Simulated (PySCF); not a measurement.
# Basis and Hamiltonian dependence of the excitation energy of Ge(2+)

Ge(2+) [Ar] 3d10 4s2 (1S) → Ge(2+) [Ar] 3d10 4s1 4d1 (3D). All values are computed (PySCF 2.14, energy differences of UHF-based or UKS calculations, no spin-orbit coupling). Values in eV.

```csv
basis,Hamiltonian,functions,UHF,LDA,PBE0,MP2 (valence),CCSD(T) (valence)
aug-cc-pVDZ-PP with ECP10MDF,ECP,32,18.803,20.166,19.554,19.462,19.767
ANO-RCC-VTZP,spin-free X2C,43,21.302,22.036,21.594,22.005,22.321
def2-TZVPPD,non-relativistic,54,18.208,19.487,18.952,18.882,19.125
dyall-av2z,non-relativistic,92,18.241,19.548,19.004,18.952,19.255
aug-cc-pVQZ-DK,spin-free X2C,93,18.728,20.070,19.508,19.390,19.583
def2-QZVPPD,non-relativistic,95,18.219,19.493,18.949,18.893,19.102
```

Frozen in the all-electron rows: valence: [Ar] 3d10; with a core potential, the same shells as far as they lie outside it.

At CCSD(T) (valence), ANO-RCC-VTZP lies more than 0.3 eV from the median of the rows with comparable relativity. Of these, ANO-RCC-VTZP has no diffuse functions of the l that the added or promoted electron needs.

Non-relativistic rows lack the scalar-relativistic shift.
